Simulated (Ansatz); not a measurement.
Al₄Sb₅H₁₆⁺, a cluster cut from zinc blende AlSb (hydrogen-capped), relaxed as a singlet with RKS PBE-D4/def2-SVP in Ansatz, starting from a model built from a lattice or polyhedron. Force threshold 0.03 eV/Å.

In the def2 sets Sb takes a core potential; there is no spin–orbit coupling.

Start:

Cartesian coordinates in Å:
```
Al -0.451 2.138 -1.240
Al -2.400 -1.382 0.341
Al 1.402 -1.759 -1.697
Al 1.201 0.124 2.222
Sb 1.001 0.598 -2.862
Sb -2.813 0.968 -0.796
Sb 0.812 2.485 1.048
Sb -1.125 -1.040 2.668
Sb 2.651 -1.401 0.571
H -0.681 3.511 -1.922
H -1.601 -2.287 -0.552
H -3.780 -2.066 0.645
H 2.218 -2.640 -2.632
H 0.010 -2.439 -1.442
H 1.925 0.320 3.548
H 0.175 0.372 -4.344
H 2.530 1.351 -3.125
H -3.621 0.746 -2.308
H -3.771 1.985 0.245
H -0.153 3.480 2.088
H 2.330 3.220 0.767
H -2.088 -0.054 3.680
H -0.895 -2.603 3.406
H 4.196 -0.680 0.333
H 2.929 -2.948 1.356
```

(1) Estimate the energy that the relaxation releases and the steps that it takes.

(2) Does the start keep its bonding?

(3) Predict the relaxed structure.

## Answers

(1) 1.74 eV, in 8 steps; 61 s on 4 threads of Arm Neoverse V1 on a shared host. No frequencies were taken in this run, so the end may be a saddle point.

(2) By distances, no bond broke or formed. The bond that changes most is Al3–Sb9, from 2.61 to 2.75 Å (atoms count from 1). A close non-bonded pair moves further: H11–H14, from 1.85 to 2.65 Å.

(3) 
```xyz
25

Al   -0.527    2.291   -1.394
Al   -2.880   -1.576    0.466
Al    1.693   -2.023   -1.997
Al    1.302    0.074    2.401
Sb    1.001    0.527   -2.757
Sb   -2.745    0.891   -0.743
Sb    0.767    2.341    0.998
Sb   -1.161   -1.029    2.542
Sb    2.585   -1.392    0.527
H    -0.737    3.727   -2.044
H    -2.035   -2.525   -0.497
H    -4.341   -1.744    1.074
H     2.950   -2.470   -2.864
H     0.294   -2.742   -1.740
H     2.065    0.328    3.773
H     0.279    0.468   -4.307
H     2.381    1.436   -3.199
H    -3.642    0.845   -2.198
H    -3.723    2.032    0.074
H    -0.039    3.440    2.030
H     2.221    3.221    0.811
H    -1.943   -0.120    3.762
H    -0.923   -2.453    3.457
H     4.155   -0.714    0.478
H     3.001   -2.835    1.346
```
Bond lengths (bridged metal pairs left out): 10 × Al–Sb 2.70 to 2.75 Å; 10 × H–Sb 1.71 Å; 6 × Al–H 1.59 Å.
